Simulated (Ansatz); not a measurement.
Born–Oppenheimer molecular dynamics of CH5ClZn (8 atoms, charge 0, multiplicity 1). It starts at the highest image of a converged band. Of that band: Neighbouring images differ by up to 2.1 eV, so the band resolves the path poorly. A vibrational analysis at the climbing image gives 2 clearly imaginary modes (2037i, 139i cm⁻¹): a point of higher order. A lower path may pass nearby, or the ends, which weren't checked, may share the extra mode.

These are results of RHF/def2-SVP in Ansatz 0.2.0, not measurements.

```json
{
  "ensemble": "NVE (velocity Verlet)",
  "time step": "0.5 fs",
  "steps asked": "200",
  "starting velocities drawn for": "300 K",
  "seed": "2821"
}
```

Frames 5 fs apart, positions in Å, forces in eV/Å.

Velocities at 25 fs (Å/ps):

```
Zn 2.52 -0.81 3.54
C 3.83 -4.15 -9.97
H -0.18 -10.11 -34.68
H 22.10 -0.32 -24.93
H -30.86 3.03 -35.51
Cl -0.52 -0.97 -0.31
H -75.78 56.44 8.97
H -106.26 87.00 -13.28
```

```xyz
8
Properties=species:S:1:pos:R:3:forces:R:3 time_fs=25 energy_less_start_eV=-1.626 T=2395
Zn -0.425 0.411 0.098 1.11 -0.95 0.22
C 0.149 -0.143 1.928 -1.82 0.79 1.16
H -0.641 -0.799 2.331 0.22 -0.08 -0.19
H 1.099 -0.643 2.129 0.12 0.36 -0.51
H 0.017 0.766 2.543 0.65 -0.36 0.14
Cl 0.253 -0.217 -1.830 -0.27 0.24 -0.81
H -2.943 2.307 0.887 -1.09 0.44 -1.64
H -2.560 2.151 1.455 1.08 -0.44 1.63
8
Properties=species:S:1:pos:R:3:forces:R:3 time_fs=30 energy_less_start_eV=-1.512 T=2250
Zn -0.410 0.405 0.115 0.90 -0.73 -0.96
C 0.154 -0.159 1.886 -1.17 0.46 0.22
H -0.618 -0.876 2.161 0.22 -0.32 0.42
H 1.165 -0.574 1.960 -0.26 0.35 -0.03
H -0.048 0.755 2.429 0.62 -0.04 1.05
Cl 0.250 -0.221 -1.835 -0.31 0.29 -0.69
H -3.405 2.622 0.805 1.07 -0.19 1.89
H -3.008 2.553 1.515 -1.06 0.18 -1.89
8
Properties=species:S:1:pos:R:3:forces:R:3 time_fs=35 energy_less_start_eV=-1.683 T=2467
Zn -0.393 0.397 0.129 0.38 -0.26 -1.89
C 0.135 -0.164 1.853 -0.38 0.81 1.32
H -0.530 -1.007 2.079 0.46 0.16 0.55
H 1.190 -0.434 1.772 -0.16 -0.25 0.10
H 0.024 0.701 2.525 0.01 -0.78 0.40
Cl 0.244 -0.223 -1.843 -0.32 0.32 -0.47
H -3.816 2.922 0.801 0.24 0.04 0.52
H -3.504 2.969 1.495 -0.23 -0.04 -0.53
8
Properties=species:S:1:pos:R:3:forces:R:3 time_fs=40 energy_less_start_eV=-1.682 T=2470
Zn -0.373 0.388 0.136 -0.18 0.03 -2.16
C 0.109 -0.155 1.846 0.89 -0.28 2.32
H -0.347 -1.115 2.115 0.05 0.13 -0.03
H 1.173 -0.343 1.612 -0.25 -0.18 0.26
H 0.107 0.498 2.724 -0.22 -0.05 -0.17
Cl 0.236 -0.223 -1.855 -0.30 0.35 -0.22
H -4.227 3.238 0.817 -0.92 -0.52 -2.58
H -4.000 3.367 1.454 0.92 0.52 2.58
8
Properties=species:S:1:pos:R:3:forces:R:3 time_fs=45 energy_less_start_eV=-1.526 T=2268
Zn -0.355 0.378 0.136 -0.43 -0.06 -1.40
C 0.097 -0.151 1.884 0.84 -1.31 1.92
H -0.156 -1.190 2.144 -0.53 0.05 -0.59
H 1.124 -0.288 1.512 0.45 0.14 0.58
H 0.147 0.284 2.883 -0.07 0.84 -0.45
Cl 0.227 -0.220 -1.869 -0.26 0.35 -0.07
H -4.663 3.533 0.755 0.43 0.57 1.66
H -4.470 3.785 1.491 -0.43 -0.57 -1.66
8
Properties=species:S:1:pos:R:3:forces:R:3 time_fs=50 energy_less_start_eV=-1.608 T=2371
Zn -0.338 0.369 0.130 -0.24 -0.28 -0.17
C 0.104 -0.172 1.956 1.46 -0.90 -0.50
H -0.079 -1.250 2.057 -0.53 0.17 0.01
H 1.151 -0.209 1.554 -0.10 0.13 0.82
H 0.161 0.247 2.954 -0.37 0.55 -0.13
Cl 0.215 -0.215 -1.883 -0.23 0.32 -0.04
H -5.075 3.843 0.762 0.19 0.61 1.22
H -4.965 4.190 1.459 -0.19 -0.61 -1.22
8
Properties=species:S:1:pos:R:3:forces:R:3 time_fs=55 energy_less_start_eV=-1.644 T=2423
Zn -0.321 0.358 0.124 0.13 -0.40 0.65
C 0.137 -0.207 2.021 0.52 0.85 -1.15
H -0.117 -1.271 1.977 -0.02 0.16 0.76
H 1.194 -0.110 1.767 0.45 -0.48 0.13
H 0.080 0.325 2.978 -0.86 -0.40 -0.28
Cl 0.202 -0.208 -1.898 -0.21 0.27 -0.11
H -5.489 4.187 0.811 -0.15 -1.65 -2.54
H -5.457 4.559 1.384 0.15 1.65 2.54
8
Properties=species:S:1:pos:R:3:forces:R:3 time_fs=60 energy_less_start_eV=-1.905 T=2754
Zn -0.304 0.346 0.120 0.60 -0.64 0.99
C 0.182 -0.228 2.065 0.04 1.30 -0.97
H -0.164 -1.262 2.054 0.37 -0.08 0.41
H 1.289 -0.117 2.031 -0.65 -0.56 0.16
H -0.181 0.333 2.938 -0.11 -0.29 -0.41
Cl 0.187 -0.200 -1.913 -0.24 0.27 -0.18
H -5.908 4.482 0.784 -0.05 0.74 0.90
H -5.943 4.977 1.385 0.05 -0.74 -0.90
8
Properties=species:S:1:pos:R:3:forces:R:3 time_fs=65 energy_less_start_eV=-1.786 T=2602
Zn -0.285 0.331 0.119 1.14 -0.98 1.11
C 0.223 -0.226 2.090 -2.09 -0.16 -0.43
H -0.132 -1.261 2.217 0.29 -0.03 -0.50
H 1.285 -0.230 2.333 -0.08 0.54 0.06
H -0.454 0.278 2.808 1.04 0.33 -0.07
Cl 0.171 -0.189 -1.929 -0.30 0.30 -0.18
H -6.321 4.796 0.798 -0.28 1.40 1.32
H -6.436 5.376 1.346 0.28 -1.40 -1.32
8
Properties=species:S:1:pos:R:3:forces:R:3 time_fs=70 energy_less_start_eV=-1.619 T=2389
Zn -0.262 0.313 0.123 1.50 -1.08 1.04
C 0.231 -0.226 2.106 -0.64 -0.53 -0.09
H -0.041 -1.275 2.277 -0.29 -0.13 -0.66
H 1.220 -0.226 2.620 -0.48 1.01 -0.88
H -0.531 0.297 2.676 0.26 0.41 0.68
Cl 0.152 -0.176 -1.947 -0.35 0.32 -0.08
H -6.752 5.173 0.859 0.60 -2.02 -1.50
H -6.912 5.713 1.259 -0.60 2.02 1.50
8
Properties=species:S:1:pos:R:3:forces:R:3 time_fs=75 energy_less_start_eV=-1.758 T=2563
Zn -0.234 0.291 0.130 1.48 -0.89 0.88
C 0.220 -0.232 2.119 -1.54 1.09 -0.17
H -0.004 -1.304 2.200 -0.13 0.28 0.13
H 1.093 -0.011 2.729 0.79 0.01 -0.89
H -0.527 0.377 2.667 -0.25 -0.80 -0.02
Cl 0.132 -0.161 -1.965 -0.35 0.30 0.06
H -7.168 5.489 0.867 -0.08 0.21 0.12
H -7.401 6.110 1.224 0.08 -0.21 -0.12
8
Properties=species:S:1:pos:R:3:forces:R:3 time_fs=80 energy_less_start_eV=-1.862 T=2702
Zn -0.200 0.266 0.141 1.04 -0.70 0.51
C 0.183 -0.217 2.129 -0.54 1.82 -0.73
H 0.010 -1.290 2.145 0.46 -0.09 0.53
H 1.091 0.200 2.614 -0.06 -0.98 -0.80
H -0.588 0.309 2.683 -0.61 -0.36 0.26
Cl 0.109 -0.144 -1.982 -0.29 0.30 0.23
H -7.578 5.807 0.892 -0.88 1.93 0.78
H -7.897 6.506 1.174 0.88 -1.93 -0.78
```

Of the whole run (100 fs, mean temperature of the second half 2673 K): The conserved energy stayed within 0.43 meV per atom of its start (net change -0.29 meV per atom), so the integration is sound. The kinetic energy rose, since the run started high on the potential surface and went downhill. It ends in pieces (CH3ClZn + H2), so much of that is their flight and rotation, not heat. A run of 0.1 ps of so small a system gives no equilibrium averages. The orbitals stay closed-shell, which can raise the energy where a bond breaks towards radicals; this wasn't checked here.

Run time: 5.7 min on 1 thread of Arm Neoverse V1, on a shared host, peak memory 0.16 GiB.
